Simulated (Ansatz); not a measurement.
`[GeH3][SiH2][SiH2][SiH2][GeH2][GeH3]` + `CF` → `F[CH2][GeH2][GeH3]` + `[SiH3][SiH2][SiH2][GeH3]`  (formal exchange of groups at a Ge–Si bond)

Program: Ansatz. Geometries: PBE0-D4/def2-TZVP. ΔE: electronic, gas phase. CBS: MP2 limit from def2 TZ/QZ plus the TZ coupled-cluster correction, frozen cores. This one scheme is used for every species. Functionals use def2-TZVPP. B3LYP here is the variant with VWN-RPA as its local correlation; programs differ in this. For Ge outer-core shells are correlated without core-valence functions, which leaves a few kJ/mol of doubt a bond. Scalar relativity is left out up to krypton. One conformer a species, not always the lowest.

Question: Is it downhill or uphill in electronic energy at CCSD(T)/CBS, and by how much? (An estimate is asked.)

Answer: Ansatz gave: Uphill: ΔE = +15.9 kcal/mol.

Question: What do these levels give: B3LYP-D4, ωB97X-V, B3LYP, MP2/def2-TZVPP, SCS-MP2/def2-TZVPP, HF/def2-QZVPP? (Best estimate.)

Answer: Ansatz gave: B3LYP-D4 15.7, ωB97X-V 14.3, B3LYP 11.1, MP2/def2-TZVPP 16.1, SCS-MP2/def2-TZVPP 14.3, HF/def2-QZVPP 10.1 kcal/mol.

Largest T1 diagnostic among the species: 0.013.

The D4 term adds +4.6 kcal/mol with B3LYP and +2.8 kcal/mol with PBE0; it sums over pairs of atoms, weighted by their polarisabilities, and B3LYP, whose exchange is more repulsive, gets the larger term. In def2-TZVPP, CCSD(T) changes the Hartree–Fock value by +4.9 kcal/mol (the triples alone add +0.8 kcal/mol) and MP2 by +5.7 kcal/mol.
